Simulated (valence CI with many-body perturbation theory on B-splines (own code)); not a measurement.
**Forbidden lines of Re XXVI**

Level of theory: configuration interaction combined with many-body perturbation theory (CI+MBPT): four valence electrons over a frozen Dirac-Fock core [Kr] 4d10, a basis of 8 s, 8 p, 9 d, 9 f, 6 g, 3 h, 2 i functions for each j, with the one-electron correlation potential Σ1, the two-electron term Σ2, the three-electron term Σ3, Breit, model QED; selected CI, second order for the rest, scaled by the run's own slope (own B-spline code, finite nucleus).

No measured spectrum was set against this ion. As an estimate, terms of the open shell hold to a few per cent of their energy, and close levels can change places. Core correlation moves these levels by up to 4300 cm⁻¹, and in measured spectra 5 to 20 % of such shifts remained as error; rates that hang on mixing are uncertain with them. Only levels of the ground parity were solved; by the run's estimate the other parity begins above the list, which can be wrong where configurations are misplaced.

Lines 51 to 100 of 120 in falling wavelength, among levels below 142730 cm⁻¹, chosen from the decays that carry over 1 % of a level's rate. Wavelengths and rates use the calculated energies, so an error of 2000 cm⁻¹ moves a line at 336.7 nm by 6.7 % and its rate by three times that or more. Electric multipoles are in the length gauge, E1 and E2 with the static RPA response of the core. Weak lines are less certain than strong ones. Lines between different terms over intervals too small for the method are left out, as are lines whose strength nearly cancels. Where a level lies close to another of its J and parity, the split of strength between their lines is uncertain.

Levels are named by their leading jj configuration (3d3/2^4 stands for four electrons in 3d with j = 3/2), which in mixed levels can hold well under half, so a name can repeat and another be missing. Letters in brackets count levels of one name in rising energy.

```tsv
λ vac (nm)	Upper	Lower	Type	A (s⁻¹)	Branch %
336.7	(4f5/2^2 4f7/2^2) J=3 [a]	(4f5/2^3 4f7/2) J=3 [a]	M1	1.86e+02	28.3
332.0	(4f5/2^2 4f7/2^2) J=5 [b]	(4f5/2^2 4f7/2^2) J=6 [b]	M1	1.67e+01	3.6
331.1	(4f5/2^3 4f7/2) J=8 [b]	(4f5/2^2 4f7/2^2) J=7 [a]	M1	1.34e+02	39.0
329.8	(4f5/2^2 4f7/2^2) J=1	(4f5/2^3 4f7/2) J=2 [b]	M1	2.97e+02	46.9
325.3	(4f5/2^2 4f7/2^2) J=6 [b]	(4f5/2^2 4f7/2^2) J=6 [a]	M1	1.16e+02	16.2
322.1	(4f5/2^2 4f7/2^2) J=5 [c]	(4f5/2^2 4f7/2^2) J=6 [b]	M1	1.32e+01	2.0
316.9	(4f5/2^2 4f7/2^2) J=1	(4f5/2^3 4f7/2) J=2 [a]	M1	3.45e+01	5.5
312.6	(4f5/2^2 4f7/2^2) J=2 [b]	(4f5/2^3 4f7/2) J=2 [b]	M1	3.13e+02	49.6
309.9	(4f5/2^2 4f7/2^2) J=4 [b]	(4f5/2^3 4f7/2) J=4 [a]	M1	2.34e+02	25.5
301.0	(4f5/2^2 4f7/2^2) J=2 [b]	(4f5/2^3 4f7/2) J=2 [a]	M1	6.69e+00	1.1
296.6	(4f5/2^2 4f7/2^2) J=8 [b]	(4f5/2^3 4f7/2) J=7	M1	1.90e+02	21.1
295.3	(4f5/2 4f7/2^3) J=7 [a]	(4f5/2^2 4f7/2^2) J=6 [b]	M1	6.71e+02	56.1
289.5	(4f5/2^3 4f7/2) J=5 [b]	(4f5/2^2 4f7/2^2) J=6 [a]	M1	6.39e+01	20.8
287.2	(4f5/2^2 4f7/2^2) J=4 [c]	(4f5/2^3 4f7/2) J=3 [b]	M1	1.61e+01	2.9
284.3	(4f5/2^3 4f7/2) J=7	(4f5/2^2 4f7/2^2) J=6 [a]	M1	3.72e+02	68.7
283.8	(4f5/2^2 4f7/2^2) J=5 [a]	(4f5/2^3 4f7/2) J=4 [a]	M1	4.40e+01	11.4
282.5	(4f5/2^2 4f7/2^2) J=3 [b]	(4f5/2^3 4f7/2) J=3 [b]	M1	9.19e+01	28.2
279.6	(4f5/2^4) J=2	(4f5/2^4) J=4	E2	2.08e-02	100.0
276.7	(4f5/2^2 4f7/2^2) J=2 [a]	(4f5/2^3 4f7/2) J=1 [a]	M1	2.90e+02	37.0
272.0	(4f5/2^2 4f7/2^2) J=2 [b]	(4f5/2^3 4f7/2) J=3 [a]	M1	2.12e+01	3.4
269.2	(4f5/2^2 4f7/2^2) J=3 [b]	(4f5/2^3 4f7/2) J=2 [b]	M1	7.96e+01	24.4
260.6	(4f5/2^2 4f7/2^2) J=3 [b]	(4f5/2^3 4f7/2) J=2 [a]	M1	1.44e+01	4.4
241.9	(4f5/2^2 4f7/2^2) J=4 [c]	(4f5/2^3 4f7/2) J=3 [a]	M1	8.62e+01	15.4
240.2	(4f5/2^2 4f7/2^2) J=2 [c]	(4f5/2^3 4f7/2) J=3 [b]	M1	4.60e+02	35.6
239.4	(4f5/2^3 4f7/2) J=1 [b]	(4f5/2^3 4f7/2) J=2 [b]	M1	2.14e+00	2.4
236.2	(4f5/2^2 4f7/2^2) J=1	(4f5/2^3 4f7/2) J=1 [a]	M1	2.95e+02	46.7
232.6	(4f5/2^3 4f7/2) J=1 [b]	(4f5/2^3 4f7/2) J=2 [a]	M1	1.72e+00	1.9
231.8	(4f5/2^4) J=0	(4f5/2^3 4f7/2) J=1 [a]	M1	4.19e-01	30.1
230.5	(4f5/2^2 4f7/2^2) J=2 [a]	(4f5/2^4) J=2	M1	1.60e+01	2.0
229.6	(4f5/2^2 4f7/2^2) J=9	(4f5/2^3 4f7/2) J=8 [a]	M1	1.99e+02	58.6
227.5	(4f5/2^2 4f7/2^2) J=6 [b]	(4f5/2^3 4f7/2) J=5 [a]	M1	6.00e+02	83.8
227.2	(4f5/2^2 4f7/2^2) J=2 [b]	(4f5/2^3 4f7/2) J=1 [a]	M1	2.56e+02	40.5
224.1	(4f5/2^2 4f7/2^2) J=2 [c]	(4f5/2^3 4f7/2) J=2 [a]	M1	4.18e+02	32.3
222.1	(4f5/2^3 4f7/2) J=4 [a]	(4f5/2^4) J=4	M1	4.47e+02	85.2
222.1	(4f5/2^2 4f7/2^2) J=5 [b]	(4f5/2^3 4f7/2) J=4 [a]	M1	1.57e+02	33.5
217.6	(4f5/2^2 4f7/2^2) J=5 [c]	(4f5/2^3 4f7/2) J=4 [a]	M1	6.99e+01	10.6
214.6	(4f5/2^2 4f7/2^2) J=4 [c]	(4f5/2^3 4f7/2) J=4 [a]	M1	2.61e+02	46.6
212.0	(4f5/2^2 4f7/2^2) J=3 [b]	(4f5/2^3 4f7/2) J=4 [a]	M1	2.96e+01	9.1
209.4	(4f5/2^3 4f7/2) J=5 [b]	(4f5/2^3 4f7/2) J=5 [a]	M1	1.02e+02	33.1
198.9	(4f5/2^3 4f7/2) J=3 [a]	(4f5/2^4) J=4	M1	3.01e+01	29.5
198.8	(4f5/2^2 4f7/2^2) J=8 [b]	(4f5/2^3 4f7/2) J=8 [a]	M1	7.27e+01	8.1
198.4	(4f5/2^4) J=0	(4f5/2^4) J=2	E2	9.61e-01	69.1
198.0	(4f5/2^2 4f7/2^2) J=0	(4f5/2^3 4f7/2) J=1 [a]	M1	1.39e+02	87.9
198.0	(4f5/2^2 4f7/2^2) J=4 [a]	(4f5/2^3 4f7/2) J=5 [a]	M1	8.99e+01	19.8
197.0	(4f5/2^2 4f7/2^2) J=8 [a]	(4f5/2^2 4f7/2^2) J=7 [a]	M1	6.05e+01	21.3
195.8	(4f5/2^2 4f7/2^2) J=5 [a]	(4f5/2^2 4f7/2^2) J=6 [a]	M1	1.25e+02	32.4
195.1	(4f5/2^2 4f7/2^2) J=2 [b]	(4f5/2^4) J=2	M1	2.99e+01	4.7
191.8	(4f5/2^2 4f7/2^2) J=6 [c]	(4f5/2^2 4f7/2^2) J=7 [a]	M1	9.76e+01	28.1
184.0	(4f5/2 4f7/2^3) J=7 [a]	(4f5/2^2 4f7/2^2) J=7 [a]	M1	4.26e+01	3.6
180.5	(4f5/2^2 4f7/2^2) J=2 [c]	(4f5/2^3 4f7/2) J=1 [a]	M1	2.30e+02	17.8
```
